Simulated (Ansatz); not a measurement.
Reaction (formal exchange of groups at the Se–Si bond): `C=C(F)[SiH2][SeH]` + `CSCO` → `CSC[SeH]` + `C=C(F)[SiH2]O`

Isolated molecules relaxed with PBE0-D4/def2-TZVP in Ansatz; ΔE leaves out vibrations. CCSD(T)/CBS adds triple-zeta CCSD(T) − MP2 to the extrapolated MP2 energy (def2 sets, frozen cores). Functionals use def2-TZVPP. For Se outer-core shells are correlated without core-valence functions, which leaves a few kJ/mol of doubt a bond. Scalar relativity is left out up to krypton. One conformer a species, not always the lowest.

Task: Is it downhill or uphill in electronic energy at CCSD(T)/CBS, and by how much? (Best estimate.)

Result: Ansatz gave: Downhill: ΔE = -62.4 kJ/mol.

Task: What do these levels give: PBE-D4, PBE, PBE0, HF/def2-TZVPP, SCS-MP2/def2-TZVPP, CCSD/CBS(def2)? (An estimate is asked.)

Result: Ansatz gave: PBE-D4 -47.1, PBE -45.9, PBE0 -48.3, HF/def2-TZVPP -60.7, SCS-MP2/def2-TZVPP -69.4, CCSD/CBS(def2) -62.8 kJ/mol.

Largest T1 diagnostic among the species: 0.012.
